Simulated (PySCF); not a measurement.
# Computed structure and properties of [HfO(OH)3]−

System: [HfO(OH)3]− (singlet); start: template (Cs). Method: PySCF 2.14.0, RKS PBE, Hf def2-SVP with ECP60, O def2-SVP, H def2-SVP; non-relativistic Hamiltonian with scalar-relativistic core potentials where named; density fitting; no spin-orbit coupling.

Input of the relaxation:

```python
mol = gto.M(atom='''
Hf     0.03127     0.00000    -0.00429
O      1.64447     0.00000    -0.00429
O      0.03127     1.91840    -0.00429
H      0.03127     2.81840     0.34571
O     -1.88713     0.00000    -0.00429
H     -2.78713     0.00000     0.34571
O      0.03127    -1.91840    -0.00429
H      0.03127    -2.81840     0.34571''',
    basis={'Hf': 'def2-SVP', 'O': 'def2-SVP', 'H': 'def2-SVP'},
    ecp={'Hf': 'def2-SVP'},
    charge=-1, spin=0)
mf = dft.RKS(mol, xc='PBE')
mf.grids.atom_grid = (50, 194)
mf = mf.density_fit()  # fitting sets: Hf def2-universal-JKFIT, O def2-universal-JKFIT, H def2-universal-JKFIT
mf.conv_tol = 1e-08; mf.max_cycle = 55
mf.kernel(dm0)  # dm0: converged density of the start geometry
# quasi-Newton relaxation in Cartesian coordinates to a largest gradient under 0.00045 Eh/bohr, steps kept in the point group
```

Run from Python with OMP_NUM_THREADS=2; the lines above give its settings. Where DIIS fails, smearing, a level shift and second-order steps follow.
It took 2.8 min on 2 threads of Intel(R) Xeon(R) 6975P-C (Granite Rapids), on a shared host, from the converged density of the start.

Course of the relaxation:

| step | energy above end (eV) | largest force component within the symmetry (eV/Å) |
| --- | --- | --- |
| 0 | 5.7478 | 15.443 |
| 1 | 3.4886 | 2.491 |
| 2 | 3.1735 | 1.623 |
| 3 | 3.0344 | 0.763 |
| 4 | 2.9627 | 1.047 |
| 5 | 2.8604 | 0.974 |
| 6 | 2.8127 | 1.886 |
| 7 | 2.5302 | 1.112 |
| 43 | 0.0005 | 0.040 |
| 44 | 0.0003 | 0.039 |
| 45 | 0.0002 | 0.038 |
| 46 | 0.0001 | 0.024 |
| 47 | 0.0000 | 0.024 |
| 48 | 0.0000 | 0.012 |
(The steps between are left out.)

Relaxed geometry (nearly C3v):

```xyz
8

Hf   -0.3710    0.0000    0.1148
O     0.5390    0.0000    1.7070
O     0.1754    1.6865   -0.9138
H     0.8192    2.2635   -0.4695
O    -2.3818    0.0000    0.5130
H    -2.6488    0.0000    1.4474
O     0.1754   -1.6865   -0.9138
H     0.8192   -2.2635   -0.4695
```

```csv
contact,Å
Hf1–O2 (O),1.834
Hf1–O3 (OH),2.050
Hf1–O5 (OH),2.050
Hf1–O7 (OH),2.050
```

On the finer grid (75, 302):

```yaml
HOMO: -0.89 eV
LUMO: 3.50 eV
Dipole_about_the_centre_of_mass: 0.33 D
Set_of_Mulliken_populations_of_Hf1_outside_the_core_potential: s 2.42, p 6.52, d 2.49, f 0.18
D3_BJ_dispersion_energy_not_in_the_energies: -0.122 eV
```

```
atom  Mulliken (e)  Löwdin (e)  spin (e)
 Hf1          0.40       -0.21      0.00
  O2         -0.47       -0.31      0.00
  O3         -0.48       -0.23      0.00
  H4          0.17        0.07      0.00
  O5         -0.48       -0.23      0.00
  H6          0.17        0.07      0.00
  O7         -0.48       -0.23      0.00
  H8          0.17        0.07      0.00
```

On the grid (50, 194), as all that follows. Harmonic modes: a minimum; lowest 134 cm⁻¹ (negative: unstable), highest 3773 cm⁻¹, zero-point energy 1.050 eV.

Rigid scan of O along the line from its metal:

distance to O2 (Å), energy (eV) and a bar:
```
     1.53      2.628 ##############################
     1.63      0.981 ###########
     1.73      0.207 ##
     1.83      0.000 
     1.93      0.152 ##
     2.03      0.523 ######
     2.13      1.021 ############
     2.28      1.874 #####################
```

Taking off one OH (charge -1, singlet; the rest: singlet) in vacuum, both parts rigid, costs 7.02 eV; the small basis without counterpoise inflates it.

Rigid scan of OH along the line from its metal:

(distance to O3 (Å), energy (eV)): (1.75, 1.286), (1.85, 0.483), (1.95, 0.103), (2.05, 0.000), (2.15, 0.076), (2.25, 0.261), (2.45, 0.795), (2.75, 1.677), (3.15, 2.675), (3.65, 3.543)

One start shape was tried, so this needn't be the lowest isomer.
